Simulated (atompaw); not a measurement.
# LDA (PW92) PAW (atompaw) dataset for V (Z = 23), scalar-relativistic all-electron reference.

atompaw 4.2.0.5 input, output lines left out:

```
V 23
LDA-PW scalarrelativistic loggrid 1500 logderivrange -3 5 201
4 4 3 0 0 0
4 0 1
4 1 0
3 2 3
0 0 0
c
c
c
v
c
c
v
v
2
3.00 2.45 2.85 1.50
y
-0.5
n
y
0.05
n
y
-0.55
n
custom rrkj vanderbiltortho besselshape
3 -0.5 troulliermartins
3.00
3.00
3.00
3.00
2.00
2.00
```

All-electron outer shells of the reference configuration (LDA (PW92), scalar-relativistic, ld1.x):

```
shell  level (eV)  outermost node (bohr)  outermost maximum (bohr)
   3p      -51.64                   0.35                      0.84
   3d      -12.92                      –                      0.88
   4s      -11.16                   1.17                      2.59
   4p       -7.01                   1.29                      3.16
```

Estimate the cutoffs (Ry, on a coarse ladder) from which the occupation-weighted sum of valence levels, in a spherical-Bessel basis at the reference potential, stays within 10 and 1 mRy of its value at 400 Ry.

25 Ry and 35 Ry.

What does a ghost test show?

No extra level below or beside the all-electron valence levels (s, p, d, f tested).

Is the overlap operator S = 1 + Σ q|β⟩⟨β| positive definite (Bessel basis up to 400 Ry)?

Yes: its lowest eigenvalue is 0.37 (s channel).

Which valence shell sets the plane-wave cutoff?

3d: its level needs 30 Ry to come within 1 mRy, against 6 Ry for 4s.
